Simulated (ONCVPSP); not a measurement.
## Varying the ONCV potential for Fe (Z = 26)

Base potential:

Fe, optimised norm-conserving Vanderbilt (ONCV), made with ONCVPSP 4.0.1 (PBEsol, scalar-relativistic). Core [Ne], reference 3s2 3p6 3d6 4s2. Waves: 3s+4s: rc 1.10 bohr, ncon 4, nbas 8, qcut 9.1 1/bohr, 2 projectors; 3p: rc 1.40 bohr, ncon 4, nbas 9, qcut 8.9 1/bohr, 2 projectors, debl 1 Ha; 3d: rc 1.15 bohr, ncon 4, nbas 9, qcut 11.2 1/bohr, 1 projector. Local part: polynomial inside 0.80 bohr (lpopt 5, dvloc0 0 Ha). Core correction: Teter function, fcfact 1.75, rcfact 1.5.

In the p channel the program set the typed energies aside and used -2.202, 0.250 Ha.

Cutoffs, loose and tight: the cutoffs (Ha) at which the residual kinetic energy of the hardest occupied pseudo-wave falls to 1 and 0.1 mHa per electron. They do not see the model core or the augmentation charge, which bear on the density cutoff. Test errors are all-electron minus pseudo excitation energies from the reference, over the configurations 3s2 3p6 3d6 4s1; 3s2 3p6 3d6 4s0; 3s2 3p6 3d5 4s0; 3s2 3p6 3d4 4s0. A dash means not determined; rows that change the core or the reference have their own tests.

```tsv
change	outcome	cutoff, loose	cutoff, tight	bound ghosts	GHOST(+) flags above zero	largest test error (meV)
base	generated, projector energies reset by the program	58 Ha	112 Ha	none	none	+37
d: qcut 7.2	generated, projector energies reset by the program	238 Ha	310 Ha	none	none	+113
d: qcut 10.6	generated, projector energies reset by the program	55 Ha	206 Ha	none	none	+44
d: qcut 13	generated, projector energies reset by the program	67 Ha	76 Ha	none	none	+22
d: qcut 14.8	generated, projector energies reset by the program	77 Ha	88 Ha	none	none	+13
d: qcut 16.3	generated, projector energies reset by the program	84 Ha	98 Ha	none	none	+7.5
```

(1) What comes out with this change to the base: d: qcut 9?

Results:

(1) outcome: generated, projector energies reset by the program; cutoff, loose: 206 Ha; cutoff, tight: 244 Ha; bound ghosts: none; GHOST(+) flags above zero: none; largest test error (meV): +70.

Reading the sweep of the qcut of the d channel (base included, trends over the rows without a ghost): The loose cutoff is not monotonic: lowest 55 Ha at 10.6 1/bohr, highest 238 Ha at 7.2 1/bohr. The median size of the test errors (rows with all tests solved) falls from 6.2 meV at 7.2 to 3.5 meV at 16.3 1/bohr.
